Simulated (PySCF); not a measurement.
AlF2, SMILES [F][Al+][F], charge +1.

Geometry: B3LYP-D3(BJ)/def2-TZVP. The spin state was assumed, not searched. The isomer is the one that the SMILES or the coordinates give; other isomers of the formula were not compared.

Two levels are set side by side: TDDFT-PBE/def2-TZVPD (PySCF) and TDDFT-CAM-B3LYP/def2-TZVPD (PySCF). Vertical, same geometry. The lowest singlet is HOMO−1→LUMO 100 % with PBE and HOMO→LUMO 99 % with the other functional; states are paired by order. Differences are taken from unrounded values.

```csv
quantity,TDDFT-CAM-B3LYP,TDDFT-PBE,TDDFT-PBE minus TDDFT-CAM-B3LYP
lowest singlet excitation (eV),7.24,6.32,-0.92
lowest triplet excitation (TDA) (eV),6.90,6.03,-0.87
first bright state (f over 0.05) (eV),7.60,7.91,0.31
its oscillator strength,0.06,0.10,0.04
```

Functionals without exact exchange tend to place singlet excitations lower, as here. Differences between two approximate levels are no errors against the true value.

Rough cost on one machine, each run with all the roots and properties that it gave: TDDFT-CAM-B3LYP against TDDFT-PBE about 4 times.
